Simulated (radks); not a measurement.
The numbers below are computed, except where a source is named.
All-electron atom: Ce7+ in [Kr] 4d10 5s2 5p3. Code: a radial shooting solver on a logarithmic mesh with Libxc functionals. Model: non-relativistic Kohn-Sham, LDA (Slater exchange, Perdew-Wang correlation), spin-unpolarised, spherical densities, point nucleus; relativity is left out, which matters for an element this heavy. Some entries of the table are withheld. Estimate them.

orbital,occ.,eigenvalue (Ry),r(max) (bohr),<r^2> (bohr^2)
1s,2,-2819.359,0.01736,0.0009178
2s,2,-444.4428,0.09554,0.01477
2p,6,-420.9186,(1),0.01103
3s,2,-101.1792,0.2692,0.09839
3p,6,-90.98488,0.2559,0.09301
3d,10,-71.93086,(2),0.07609
4s,2,-25.74005,0.6199,0.4971
4p,6,-21.91866,0.6293,0.5289
4d,10,-15.18680,0.6463,(3)
5s,2,-8.61275,1.363,2.324
5p,3,(4),1.452,2.675

Answer. 
(1) 2p r(max) (bohr): 0.07447
(2) 3d r(max) (bohr): 0.2061
(3) 4d <r^2> (bohr^2): 0.6129
(4) 5p eigenvalue (Ry): -7.38797
